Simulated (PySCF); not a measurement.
## C₆ coefficients of unlike pairs at PBE

Calculated with PySCF 2.14 from the dipole response of each species, C₆(A,B) = (3/π) ∫ α_A(iu) α_B(iu) du, in atomic units, from isotropic polarisabilities. For ions this is the dispersion term alone; charge-induced terms of lower order in 1/R come first.

| species | configuration | basis | relativity | α (bohr³) | C₆ (like pair) |
| --- | --- | --- | --- | --- | --- |
| S | [Ne] 3s2 3p4 (3P) | x2c-TZVPPall with one added diffuse shell each of s, p, d type (6s6p4d1f) | spin-free X2C | 20.71 | 144.0 |
| Sn | [Kr] 4d10 5s2 5p2 (3P) | aug-cc-pwCVTZ-DK3 (10s9p7d4f1g) | spin-free X2C | 61.49 | 677.9 |
| Co⁺ | [Ar] 3d8 (3F) | aug-cc-pVDZ-DK (7s6p4d2f) | spin-free X2C | 10.22 | 33.67 |
| Ar³⁺ | [Ne] 3s2 3p3 (4S) | aug-cc-pVTZ-DK (6s5p3d2f) | spin-free X2C | 3.546 | 9.663 |

Estimate C₆ for Sn with S.

The integral gives 302.5. The combination rule 2 C_A C_B / (C_A α_B/α_A + C_B α_A/α_B) gives 297.6 and the geometric mean 312.4.

No spin-orbit coupling is included.

The other pairs:

```json
{"pair": "Ar³⁺, Sn", "C₆": "67.97"}
{"pair": "Ar³⁺, S", "C₆": "34.72"}
{"pair": "Co⁺, Sn", "C₆": "142.9"}
{"pair": "Ar³⁺, Co⁺", "C₆": "17.44"}
{"pair": "Co⁺, S", "C₆": "68.14"}
```
